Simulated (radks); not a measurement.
Values are calculated unless marked as measured or tabulated.
The oxygen anion O-, [He] 2s2 2p5, held by a Watson sphere: a shell of charge +1 at radius R that stands for the Madelung well of a crystal (potential energy -1/R inside, -1/r outside, in hartree with lengths in bohr). Code: a radial shooting solver on a logarithmic mesh with Libxc functionals. Model: non-relativistic Kohn-Sham, r2SCAN, spin-unpolarised, spherical densities, point nucleus; meta-GGA in the generalised Kohn-Sham scheme.

| R (bohr) | e(1s) (eV) | e(2s) (eV) | e(2p) (eV) | <r> 2p (bohr) | sum of <r^2> (bohr^2) | X-ray form factor at sin(theta)/lambda = 0.2 1/angstrom |
|---|---|---|---|---|---|---|
| 1.83 | -516.14 | -24.425 | -8.711 | 1.358 | 15.73 | 5.921 |
| 2.14 | -515.85 | -23.494 | -7.920 | 1.392 | 16.55 | 5.852 |
| 2.92 | -514.80 | -21.661 | -6.230 | 1.454 | 18.16 | 5.760 |
| 3.25 | -514.34 | -21.061 | -5.647 | 1.472 | 18.69 | 5.742 |
| 3.54 | -513.96 | -20.599 | -5.191 | 1.485 | 19.09 | 5.731 |
